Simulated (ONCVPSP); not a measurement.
**rhodium: one change to an ONCV potential, before and after**

| Property | Result |
| --- | --- |
| Element | Rh |
| Generator | ONCVPSP 4.0.1 |
| Type | optimised norm-conserving Vanderbilt (ONCV) |
| Functional | PBE |
| Relativity | scalar-relativistic |
| Frozen core | [Kr] |
| Valence charge | 9 |
| Reference configuration | 4d8 5p1 |
| Partial waves | s scattering state at 0.22 Ha: rc 3.25 bohr, ncon 5, nbas 8, qcut 2.4 1/bohr, 3 projectors, debl 0.6 Ha; 5p: rc 4.00 bohr, ncon 3, nbas 6, qcut 2.4 1/bohr, 2 projectors, debl 0.7 Ha; 4d: rc 1.75 bohr, ncon 3, nbas 8, qcut 8.3 1/bohr, 2 projectors, debl 1.5 Ha |
| Local potential | polynomial inside 1.55 bohr (lpopt 4, dvloc0 3 Ha) |
| Core correction | Teter function, fcfact 5.5, rcfact 1.55 |

In the s channel the program set the typed energies aside and used 0.050, 0.650, 1.250 Ha.

Change: p: qcut 3.6.

Cutoffs: the cutoffs (Ha) at which the residual kinetic energy of the hardest occupied pseudo-wave falls to 1 and 0.1 mHa per electron; they do not see the model core or the augmentation charge, which bear on the density cutoff. Errors are all-electron minus pseudo energies relative to the spin-unpolarised reference configuration.

Question: How do hardness, ghosts and transferability respond?

Answer: The potential gets neither clearly harder nor softer (24 Ha and 28 Ha → 24 Ha and 28 Ha); the d channel sets the loose cutoff, while the largest relative change is in p, which becomes harder; of the 3 tests that both files solve, the error grows in 1 and shrinks in 1 by more than 15 % and 0.3 meV (median size 16.7 → 15.0 meV); neither file shows a bound ghost.

```csv
quantity,base,changed
"cutoff, loose",24 Ha,24 Ha
"cutoff, tight",28 Ha,28 Ha
loose cutoff by channel,"p 0.8 Ha, d 24 Ha","p 1.6 Ha, d 24 Ha"
bound ghosts,none,none
GHOST(+) flags under 300 eV,s at 87.8 eV,s at 87.8 eV
tests with a reliable result,3 of 4,3 of 4
"error for 4d8 5s1 5p0, meV [ΔE -3.60 eV]",-7.4,-11
"error for 4d8 5p0, meV [ΔE 3.86 eV]",-17,-15
"error for 4d7 5p0, meV [ΔE 23.37 eV]",-154,-128
s: phases at 3.29 bohr within 0.05 rad from the reference energy up to (Ha; the scan ends near 5),3.1,3.1
p: phases at 4.06 bohr within 0.05 rad from the reference energy up to (Ha; the scan ends near 5),1.6,2.0
d: phases at 1.78 bohr within 0.05 rad from the reference energy up to (Ha; the scan ends near 5),to the end of the scan,to the end of the scan
"rms error of d²Exc/dni dnj with the model core, mHa",0.86,0.84
```
